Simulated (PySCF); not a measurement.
# Löwdin shares of the frontier orbitals

Compound: HgF2 (singlet state).
Cartesian coordinates in Å at the PBE0-D3(BJ)/def2-SVP level; atoms count from 1:
```xyz
3
HgF2 angstrom
Hg    -0.0010   -0.0006    0.0000
F     -0.0121   -0.0149    1.9161
F      0.0132    0.0155   -1.9161
```

Method used: PySCF, TDDFT CAM-B3LYP/def2-SVPD, vertical, gas phase, core orbitals frozen in the response, def2 core potentials past Kr. Spin–orbit coupling is left out.

Frontier orbitals with the atoms that hold most of them (Löwdin shares over 4%, at most four atoms):

```json
{"orbital": "HOMO-3", "ε (eV)": "-13.01", "atoms": "F3 48%, F2 48%"}
{"orbital": "HOMO-2", "ε (eV)": "-12.87", "atoms": "Hg1 56%, F2 22%, F3 22%"}
{"orbital": "HOMO-1", "ε (eV)": "-11.91", "atoms": "F2 41%, F3 41%, Hg1 17%"}
{"orbital": "HOMO", "ε (eV)": "-11.91", "atoms": "F2 41%, F3 41%, Hg1 17%"}
{"orbital": "LUMO", "ε (eV)": "-1.52", "atoms": "Hg1 61%, F2 20%, F3 20%"}
{"orbital": "LUMO+1", "ε (eV)": "0.44", "atoms": "Hg1 81%, F3 10%, F2 10%"}
{"orbital": "LUMO+2", "ε (eV)": "0.44", "atoms": "Hg1 81%, F3 10%, F2 10%"}
```

Within 0.005 eV of a neighbour in this list lie HOMO-1/HOMO and LUMO+1/LUMO+2 (point group found: D∞h).

(1) How does S1 compare with the orbital gap of 10.39 eV?

Results:

(1) S1 is at 6.02 eV (f = 0.0000), 4.36 eV below the gap, made of HOMO-1/HOMO→LUMO (98%). S1/S2 lie within about 0.01 eV of each other. 

For S1 the Löwdin share of mercury is 17% in HOMO and 61% in LUMO.

Next come S2 at 6.02 eV (f 0.0000), HOMO-1/HOMO→LUMO (98%); S3 at 7.25 eV (f 0.020), HOMO-4→LUMO (96%); S4 at 7.25 eV (f 0.020), HOMO-3→LUMO (96%); S5 at 7.50 eV (f 0.0000), HOMO-2→LUMO (95%).

Orbitals of the list HOMO-3 to LUMO+2 that lie within 0.01 eV of each other are written together with a slash and their weights summed (≥ marks a lower bound); for degenerate orbitals outside that list single weights are arbitrary.
